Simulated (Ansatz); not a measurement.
Job for Ansatz (an electronic-structure program): R-CCSD(T)/aug-cc-pVDZ on H5NSe (a complex). The run froze 15 orbitals, filled d shells among them.

Ansatz 0.2 input:
```yaml
crystal:
  periodic: [false, false, false]
  atoms:
    - {symbol: N, position_ang: [-0.06812484, -0.19824362, 0.01565491]}
    - {symbol: H, position_ang: [-0.97935394, -0.30565649, -0.41507422]}
    - {symbol: H, position_ang: [0.38346057, 0.60051671, -0.41481351]}
    - {symbol: H, position_ang: [0.47875980, -1.02166890, -0.20822339]}
    - {symbol: Se, position_ang: [-0.38030500, 0.20919291, 3.61573041]}
    - {symbol: H, position_ang: [0.94746516, 0.82889789, 3.73691167]}
    - {symbol: H, position_ang: [-0.22980910, 0.05655102, 2.14430554]}
basis:
  gaussian:
    orbitals: aug-cc-pVDZ
magnetization: {spin_polarized: false}
correlation: {method: ccsd_t, electrons: outside_noble_gas}
scf: {lower_state_search: off}
```

Give the final energy of this run.

-2457.5681 hartree (reference determinant -2457.1810, T1 diagnostic 0.010).

How many basis functions does it have, and what does it roughly cost on one machine?

104 functions; very roughly 6 core-seconds.
